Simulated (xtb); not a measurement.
B(CCH)(F)(OH) (C2H2BFO), SMILES C#CB(O)F. All values are semi-empirical tight-binding results from xtb (GFN2-xTB unless named), good for trends rather than for accurate numbers. The structure is a stationary point at GFN2-xTB. The values are those of a single conformer.

Computed properties:
The point group as xtb finds it comes out as Cs, the orbital gap comes out as 5.33 eV and the dipole moment is 3.44 D. The zero-point energy comes out as 24.5 kcal/mol and the G − E(el) at 298.15 K (modified RRHO) comes out as 6.6 kcal/mol. The static polarisability (D4 model) is 40.4 bohr³. The solvation energy, GFN2-xTB/ALPB(water) comes out as -7.2 kcal/mol and the solvation energy, GFN2-xTB/ALPB(thf) comes out as -8.9 kcal/mol.

Computed IR lines (harmonic; lines under 4 % of the strongest left out, lines within 3 cm⁻¹ merged):
ν (cm⁻¹): 586 (m), 688 (w), 706 (m), 907 (m), 1242 (vs), 1314 (vs), 2221 (w), 3656 (w) (against the strongest line: vs over 80 %, s over 45 %, m over 15 %, w over 4 %, vw less)
